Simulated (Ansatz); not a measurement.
C10H11ClOZr (`[OH][Zr]12345678([Cl])([C@H]9[C@@H]1[C@@H]2[C@@H]3[C@H]94)[C@H]1[C@@H]5[C@@H]6[C@@H]7[C@H]18`), 24 atoms. Total charge 0; spin multiplicity 1. Correlated methods include outer-core shells of Zr, which these sets cover unevenly. Zr: def2 effective core potential. Hardware: A = 11 threads of an AMD EPYC 7R13 on a shared host and a whole NVIDIA H100 80 GB; B = 11 threads of an AMD EPYC 7R13 on a shared host. Correlated methods freeze the cores.

Q: Give the basis size and wall time and peak host memory of each of these runs in Ansatz. RKS r2SCANh-D4/def2-TZVPP energy [A]; direct RPA on PBE orbitals/def2-TZVPP energy [A]; RKS ωB97M-V/def2-SVP energy [B]; RKS PBE0-D4/def2-SVP energy [B]; RKS LC-ωPBE/def2-TZVPP energy [A]; RKS PBE0-D4/def2-TZVP relaxation (21 steps) [A]; RKS PBE0-D4/def2-QZVPP energy [A]; RHF-MP2/def2-QZVPP energy [A]; RKS ωB97M-V/def2-QZVPP energy [A]; RHF-CCSD(T)/def2-SVP energy [A]; RKS BHLYP-D4/def2-TZVPP energy [A]; RKS ωB97M-V/def2-TZVPP energy and forces [A]. (An estimate is asked.)

A: Ansatz gave: Other jobs shared the machine, so times are rough.

| level | job | functions | wall time | peak host memory (GiB) |
| --- | --- | --- | --- | --- |
| RKS BHLYP-D4/def2-TZVPP | energy [A] | 593 | 2.7 s | 1.2 |
| RKS r2SCANh-D4/def2-TZVPP | energy [A] | 593 | 2.7 s | 1.2 |
| RKS LC-ωPBE/def2-TZVPP | energy [A] | 593 | 2.8 s | 1.3 |
| RKS PBE0-D4/def2-SVP | energy [B] | 258 | 3.4 s | 1.7 |
| direct RPA on PBE orbitals/def2-TZVPP | energy [A] | 593 | 4.3 s | 4.2 |
| RKS PBE0-D4/def2-QZVPP | energy [A] | 1108 | 4.6 s | 1.8 |
| RKS ωB97M-V/def2-TZVPP | energy and forces [A] | 593 | 4.9 s | 1.6 |
| RHF-CCSD(T)/def2-SVP | energy [A] | 258 | 6 s | 0.89 |
| RKS ωB97M-V/def2-QZVPP | energy [A] | 1108 | 6.5 s | 2 |
| RHF-MP2/def2-QZVPP | energy [A] | 1108 | 7 s | 2 |
| RKS ωB97M-V/def2-SVP | energy [B] | 258 | 9.5 s | 2.1 |
| RKS PBE0-D4/def2-TZVP | relaxation (21 steps) [A] | 484 | 36 s | 1.4 |

LC-ωPBE has ω = 0.4 bohr⁻¹.
